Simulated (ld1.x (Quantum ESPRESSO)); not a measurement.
Configuration tests for osmium (Os) (RRKJ)

ld1.x (Quantum ESPRESSO) 7.5 input, shortened:

```
&input
   title='Os', zed=76., rel=1, dft='PBE', iswitch=3,
   config='[Xe] 4f14 5d6 6s2 6p0'
 /
 &inputp
   pseudotype=2, tm=.false., lloc=0,
   nlcc=.true., rcore=1.10
 /
3
5P  2  1   6.00   0.00  1.55  1.55  0.0
5D  3  2   6.00   0.00  2.05  2.05  0.0
6S  1  0   2.00   0.00  2.40  2.40  0.0
 &test
   configts(1)='5p6 5d6 6s2 6p0'
 /
```

Energies are relative to the spin-unpolarised reference configuration 5p6 5d6 6s2 6p0; without spin polarisation the order of configurations can differ from experiment.

Q: Give the all-electron excitation energy and the error of the potential for: 5p6 5d6 6s1 6p0; 5p6 5d6 6s0 6p0; 5p6 5d5 6s0 6p0; 5p6 5d5 6s2 6p0; 5p6 5d6 6s0 6p1; 5p6 5d5 6s2 6p1; 5p6 5d6 6s0 6p2.

A:

| valence configuration | charge | ΔE all-electron (eV) | error AE − PS (meV) |
| --- | --- | --- | --- |
| 5p6 5d6 6s1 6p0 | +1 | 9.577 | -11 |
| 5p6 5d6 6s0 6p0 | +2 | 26.491 | -52 |
| 5p6 5d5 6s0 6p0 | +3 | 55.338 | -84 |
| 5p6 5d5 6s2 6p0 | +1 | 11.078 | -31 |
| 5p6 5d6 6s0 6p1 | +1 | 15.721 | -974 |
| 5p6 5d5 6s2 6p1 | 0 | 6.105 | -716 |
| 5p6 5d6 6s0 6p2 | 0 | 10.454 | -1359 |

Levels in the configuration 5p6 5d5 6s0 6p0:

```
level  all-electron (eV)  pseudo (eV)
   5p            -81.280      -81.364
   5d            -34.984      -35.062
```
